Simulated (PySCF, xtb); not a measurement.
Mg(H)(OSiH3) (H₄MgOSi), SMILES [MgH][O][SiH3].

Harmonic wavenumbers (cm⁻¹) from GFN2-xTB run with xtb 6.7.1 at its own minimum, in rising order: 66, 69, 137, 138, 432, 592, 593, 783, 784, 823, 1023, 1620, 2085, 2087, 2113.

Problem. What does B3LYP-D3(BJ)/def2-TZVP (PySCF) give at its own minimum? (The exact figures need the calculation; the answer reports its results.)

Solution. 82, 82, 327, 327, 505, 740, 740, 969, 969, 1011, 1086, 1677, 2179, 2179, 2196. Paired by order, the mean absolute difference is 115 cm⁻¹ and the zero-point energies are 19.1 and 21.5 kcal/mol.
